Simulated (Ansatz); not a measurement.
Cost and result up the ladder for MnBr₂ (3 atoms). Total charge 0; sextet. Geometry: B3LYP-D4/def2-TZVP.

```tsv
atom	x (Å)	y (Å)	z (Å)
Mn1	-0.002	0.000	0.000
Br2	-0.489	-1.841	-1.355
Br3	0.490	1.841	1.355
```

Ansatz on 4 threads of Arm Neoverse V2 on a shared host. Times are rough, and most runs start from the orbitals of an earlier one. PBE0-D4/def2-TZVPD serves as the yardstick here, not as an exact answer. Differences are given only for rows in sets of like size (and for xTB, whose basis is part of the method), since another set adds its own error. Binding counts from free atoms at the same level (Mn sextet, Br doublet; other spins of the atoms weren't run), without zero-point energy or a counterpoise term.

HSE06 is defined as in plane-wave codes, on full-range PBE exchange. Correlated methods freeze 23 core orbitals; core or outer-core shells of Mn, Br are correlated, in sets that lack core-valence functions. The rows differ in basis, and correlated rows in double-zeta sets carry the largest basis error.

Correlated methods converge slowly with the basis, most of all in double-zeta sets.

| level | functions | wall time | binding energy per atom (eV) | difference from PBE0-D4/def2-TZVPD (eV) |
| --- | --- | --- | --- | --- |
| PBE-D4/def2-SVP | 95 | 1.4 s | 2.61 | – |
| PBE0-D4/def2-SVP | 95 | 1.7 s | 2.49 | – |
| PBE-D4/def2-TZVP | 141 | 1.9 s | 2.61 | 0.10 |
| revPBE-D4/def2-TZVP | 141 | 1.9 s | 2.52 | 0.01 |
| BLYP-D4/def2-TZVP | 141 | 2 s | 2.43 | -0.08 |
| RPA@PBE/def2-TZVP | 141 | 2.9 s | 1.95 | -0.56 |
| BHLYP-D4/def2-TZVP | 141 | 3 s | 2.30 | -0.21 |
| HSE06-D4/def2-TZVP | 141 | 3.1 s | 2.50 | -0.01 |
| PBE0-D4/def2-TZVPD | 162 | 3.8 s | 2.51 | 0.00 |
| PBE0-D4/def2-TZVP (with forces) | 141 | 3.8 s | 2.50 | -0.01 |
| r2SCAN-D4/def2-TZVP | 141 | 4.4 s | 2.63 | 0.12 |
| PBE-QIDH/def2-TZVP | 141 | 4.4 s | 2.47 | -0.04 |
| r2SCAN-D4/def2-TZVPD | 162 | 6 s | 2.63 | 0.13 |
| CCSD(T)/def2-SVP | 95 | 6 s | 2.17 | – |
